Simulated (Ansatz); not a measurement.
Z-matrix (Å, degrees):
```
Si
O 1 1.5551
H 1 1.5043 2 118.70
H 1 1.5179 3 103.46 2 -132.52
C 1 1.9249 3 102.57 4 -102.58
H 5 1.0942 1 114.59 3 -168.61
S 5 1.6207 6 116.13 1 -179.41
```
Charge 0, spin multiplicity 2.

Computed with frozen-core CCSD(T)/def2-TZVPD // CAM-B3LYP-D3(BJ)/def2-TZVPD (Ansatz, a quantum-chemistry and plane-wave program). The geometry is that of the parent before the electron was removed.

```
Property                        Value
----------------------  -------------
HF energy               -800.91648 Ha
MP2 correlation energy    -0.65549 Ha
```

Question: Estimate the CCSD correlation energy, the (T) correction, the total energy and the T1 diagnostic.

Answer: 
```json
{
  "CCSD correlation energy": "-0.70108 Ha",
  "(T) correction": "-0.04024 Ha",
  "CCSD(T) total energy": "-801.65780 Ha",
  "T1 diagnostic": "0.066"
}
```
